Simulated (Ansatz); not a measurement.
Total energies of Ga₄F₅⁺ (the lowest singlet isomer of a short search) from Ansatz at PBE0-D4/def2-TZVP, gas phase (1 Eh = 27.2114 eV = 2625.5 kJ/mol). The reference geometry is relaxed at PBE0-D4/def2-SVP.

Cartesian coordinates in Å:
```
Ga -2.452 -0.802 -0.728
Ga 1.194 -1.838 -1.543
Ga 0.099 1.861 -1.926
Ga 0.357 0.240 1.292
F -0.428 -0.288 -1.553
F 0.807 0.541 2.923
F -1.362 -0.311 1.001
F 0.484 1.645 0.130
F 1.302 -1.048 0.403
```

```tsv
state	geometry	energy (Eh)
charge 1 singlet	reference	-8197.49031
charge 0 doublet	reference	-8197.66414
charge 1 triplet	relaxed at PBE0-D4/def2-SVP	-8197.39654
charge 1 quintet	relaxed at PBE0-D4/def2-SVP	-8197.28643
```

Task: Work out the vertical electron affinity, to the doublet.

Result: E(charge 1 singlet) − E(charge 0 doublet) = -8197.49031 − (-8197.66414) = 0.17383 Eh = 4.73 eV.

Task: Which of the charge 1 states is lowest, and how far above it are the others?

Result: The singlet. triplet: -8197.39654 − (-8197.49031) = 0.09377 Eh = 246.2 kJ/mol; quintet: -8197.28643 − (-8197.49031) = 0.20388 Eh = 535.3 kJ/mol. The triplet differs in its bonds from the reference. The quintet differs in its bonds from the reference.

The structure comes from a short search, and lower isomers may exist.
